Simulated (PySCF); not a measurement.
# Worked example: refractive index and permittivity of the vapour

Si(OH)2 (H₂O₂Si), SMILES O[Si]O (connectivity only; charge and spin as stated), neutral, multiplicity 1.

Geometry optimised at B3LYP-D3(BJ)/def2-TZVP. One conformer was computed; it need not be the lowest.

CAM-B3LYP/def2-TZVPD (PySCF) gives a mean static polarisability of 39.6 bohr³ and a dipole moment of 1.76 D. Take an ideal gas at 298.15 K and 0.01 bar, whether or not the substance is that volatile.

Work out n − 1 in the optical limit and the static ε − 1.


Polarisability volume α' = 39.6 × 0.148185 = 5.87 Å³. Number density N = p/kT = 2.43e-7 Å⁻³.
Dilute limit of Lorentz–Lorenz: n − 1 = 2π N α' = 9.0e-6.
Orientation term of Debye: μ²/(3kT) = 8.098 Å³ × μ²(D²) = 25.08 Å³.
ε − 1 = 4π N (α' + μ²/3kT) = 9.4e-5. Orientation of the dipole supplies 81 % of the static response; it can't follow optical fields. Vibrational polarisation and dispersion are left out.
